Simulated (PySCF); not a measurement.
**[TlF2]+ at several levels of theory**

Computed with PySCF 2.14.0 (density fitting, no spin-orbit coupling) at the geometry relaxed with PBE0:

```xyz
3
[TlF2]+ (singlet)
Tl    0.0000    0.0000    0.3955
F     1.9236    0.0000    0.3965
F    -1.9236    0.0000    0.3965
```

| level | basis | state | HOMO (eV) | gap (eV) | charge on Tl1 (e) | dipole about the centre of mass (D) | largest force component (eV/Å) |
| --- | --- | --- | --- | --- | --- | --- | --- |
| PBE0 | Tl def2-SVP with ECP60, F def2-SVP | singlet | -18.10 | 6.73 | 1.48 | 0.00 | 0.04 |
| TPSSh | the same | singlet | -16.95 | 5.13 | 1.45 | 0.00 | 0.35 |
| BLYP | the same | singlet | -15.91 | 3.60 | 1.34 | 0.00 | 0.98 |
| HF | the same | singlet | -22.92 | 15.52 | 1.81 | 0.00 | 0.66 |
| PBE0 | Tl def2-TZVP with ECP60, F def2-TZVP | singlet | -18.10 | 6.89 | 1.42 | 0.00 | 1.09 |
| PBE0 | Tl x2c-SVPall, F x2c-SVPall | singlet | -18.06 | 6.74 | 1.48 | 0.00 | 0.73 |

Charges are Mulliken's, which hang on the basis. The relaxation used the grid (50, 194), these runs (75, 302) or, all-electron (x2c bases, spin-free X2C Hamiltonian), (99, 590).

(1) What does BP86 with Tl def2-SVP with ECP60, F def2-SVP give here?

Answers

(1) state singlet, HOMO (eV) -16.15, gap (eV) 3.63, charge on Tl1 (e) 1.35, dipole about the centre of mass (D) 0.00, largest force component (eV/Å) 0.70. Time: 1.1 s on 2 threads of Arm Neoverse V2 (shared host), from an already converged density.
